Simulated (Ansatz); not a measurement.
F₄Se, SMILES F[Se-](F)(F)F, charge -1, multiplicity 2.

Coordinates come from a TPSSh-D3(BJ)/def2-SVPD optimisation.

Two levels are set side by side: PBE/def2-SVPD (Ansatz, a quantum-chemistry and plane-wave program) and PBE0/def2-SVPD (Ansatz). Energy differences of separate SCF runs at the same geometry; the states with an electron removed or added have multiplicity 1. Differences are taken from unrounded values.

```csv
quantity,PBE
vertical ionisation energy (eV),2.80
```

Problem. These are the PBE values. What does PBE0 give? (An estimate is asked for; the answer gives what the named calculation found.)

Solution. 
```
quantity                         PBE0  PBE minus PBE0
-------------------------------  ----  --------------
vertical ionisation energy (eV)  3.21           -0.41
```
